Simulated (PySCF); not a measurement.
(E)-1-chloro-1-fluoroprop-1-ene (C3H4ClF), SMILES C(=C(\Cl)F)/C. Heavy atoms are numbered as in [CH3:1]/[CH:2]=[C:3](\[F:4])[Cl:5]. Hydrogens are named by the atom that carries them.

Geometry optimised at B3LYP-D3(BJ)/def2-SVP.

The numbers are results of PBE/pcSseg-1 (PySCF), not measurements.

GIAO shieldings, no solvent; atoms alike by connectivity are averaged. δ = σ(ref) − σ: ¹³C against TMS (σ = 182.0 ppm); ¹⁹F against CFCl3 (σ = 133.6 ppm); ³⁵Cl against HCl (σ = 936.5 ppm); ¹H against TMS (σ = 31.49 ppm), references at their B3LYP-D3(BJ)/def2-TZVP geometries, non-relativistic (without spin–orbit terms, shifts of atoms bonded to Cl or Br come out too high).

```csv
atoms,nucleus,count,δ (ppm)
C3,¹³C,1,161.4
C2 (CH),¹³C,1,107.6
C1 (CH3),¹³C,1,___
F4,¹⁹F,1,___
Cl5,³⁵Cl,1,___
H on C2,¹H,1,4.98
H on C1,¹H,3,2.11
```

Problem. Fill in the missing entries. (Estimate from the structure and the level; the computed values follow.)

Solution. 
- F4, δ (ppm): -93.7
- Cl5, δ (ppm): 296.3
- C1 (CH3), δ (ppm): 16.0
